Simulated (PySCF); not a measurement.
## Steps of a relaxation of [Hg(H2O)]2+

[Hg(H2O)]2+ (singlet). PySCF 2.14.0, RKS PBE0, Hg def2-SVP with ECP60, O def2-SVP, H def2-SVP; non-relativistic Hamiltonian with scalar-relativistic core potentials where named; density fitting; no spin-orbit coupling. Origin of the start: displaced along the imaginary mode. Columns: position (Å) and force (eV/Å). Energies are counted from the last step; some of the 4 steps are shown. Forces carry noise of the integration grid, about 0.01 to 0.03 eV/Å.

Run from Python with OMP_NUM_THREADS=2. Where DIIS fails, smearing, a level shift and second-order steps follow.
It took 2.7 s on 2 threads of Arm Neoverse V1, with other jobs on the host, from the converged density of the start.

```xyz
4
step 0  E = 0.074 eV
Hg    0.0000   -0.0007   -0.1757     0.00   -0.01   -0.14
O     0.0000    0.0399    1.9088     0.00   -0.97    2.13
H     0.8158   -0.2500    2.4625    -1.04    0.49   -0.99
H    -0.8158   -0.2500    2.4625     1.04    0.49   -0.99
```

```xyz
4
step 1  E = 0.000 eV
Hg    0.0000    0.0046   -0.1697     0.00   -0.01    0.05
O     0.0000    0.0001    1.9316     0.00    0.03   -0.05
H     0.8079   -0.2327    2.4481     0.02   -0.01    0.00
H    -0.8079   -0.2327    2.4481    -0.02   -0.01    0.00
```

```xyz
4
step 2  E = 0.000 eV
Hg    0.0000    0.0033   -0.1670     0.00    0.00    0.01
O     0.0000    0.0053    1.9322     0.00    0.01   -0.01
H     0.8078   -0.2347    2.4464     0.01    0.00    0.00
H    -0.8078   -0.2347    2.4464    -0.01    0.00    0.00
```

Question: Where does the relaxation end?

Answer: It converges at step 3 in Cs:
```xyz
4
step 3  E = 0
Hg    0.0000    0.0024   -0.1655
O     0.0000    0.0088    1.9330
H     0.8078   -0.2360    2.4453
H    -0.8078   -0.2360    2.4453
```

Question: How did the contacts change?

Answer: 
| contact | start (Å) | end (Å) |
| --- | --- | --- |
| Hg1–O2 (H2O) | 2.085 | 2.098 |
